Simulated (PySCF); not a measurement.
Below is a simulated gas-phase Si 2p photoelectron spectrum of `O[SiH2][CH2][GeH3]`.

Every computed line was given a Gaussian of 0.7 eV full width at half maximum and an area set by the number of equivalent atoms (split 2:1 within a doublet); the highest printed point is 100. Method used: delta-SCF UKS SCAN, pcX-2 on the ionised atom, pcseg-1 elsewhere, spin-free X2C in PySCF.

| binding energy (eV) | intensity |
| --- | --- |
| 106.2 | 0 |
| 106.3 | 1 |
| 106.4 | 3 |
| 106.5 | 6 |
| 106.6 | 12 |
| 106.7 | 23 |
| 106.8 | 38 |
| 106.9 | 57 |
| 107.0 | 77 |
| 107.1 | 92 |
| 107.2 | 100 |
| 107.3 | 100 |
| 107.4 | 93 |
| 107.5 | 83 |
| 107.6 | 74 |
| 107.7 | 66 |
| 107.8 | 60 |
| 107.9 | 52 |
| 108.0 | 42 |
| 108.1 | 32 |
| 108.2 | 22 |
| 108.3 | 13 |
| 108.4 | 7 |
| 108.5 | 4 |
| 108.6 | 2 |
| 108.7 | 1 |
| 108.8 | 0 |

Task: How many maxima does the curve show, and how many computed lines lie under it?

Result: The curve has 1 maximum (at 107.2 eV). Under it lie 2 lines from 1 inequivalent silicon site, drawn as a 2p3/2, 2p1/2 pair. At this width some lines have no maximum of their own.

Task: Decompose the envelope and assign each component. Numbering: `[OH:1][SiH2:2][CH2:3][GeH3:4]`.

Result: 
```json
{"position (eV)": "107.20", "relative area": "0.67", "line": "Si 2p3/2", "atoms": "Si2", "environment": "oxygen-bound silicon"}
{"position (eV)": "107.83", "relative area": "0.33", "line": "Si 2p1/2", "atoms": "Si2", "environment": "oxygen-bound silicon"}
```

Task: What are the centre and the root-mean-square width of the whole band?

Result: The area-weighted mean of the lines is 107.41 eV. Their own spread about it is 0.29 eV (rms) and each Gaussian has σ = 0.7/2.355 = 0.30 eV; the variances add, which gives 0.42 eV.

Shake-up satellites, vibrational structure and lifetime widths aren't simulated. The 2p values aren't plain energy differences: one relaxed spin-free 2p hole is combined with a matrix within the shell (ground-state 2p orbital-energy differences and spin–orbit coupling). 2p3/2, the mean of its two sublevels, lies a third of the splitting below the shell's mean and 2p1/2 two thirds above it; the statistical areas are 2:1. 2p1/2 minus 2p3/2 (ligand field included): Si 0.62 eV. Isolated species at its PBE0-D3(BJ)/def2-SVP geometry (one conformer only).

The values belong to the conformer `[OH:1][SiH2:2][CH2:3][GeH3:4]`: O1–Si2–C3–Ge4 -38°, H–O1–Si2–C3 -64°.
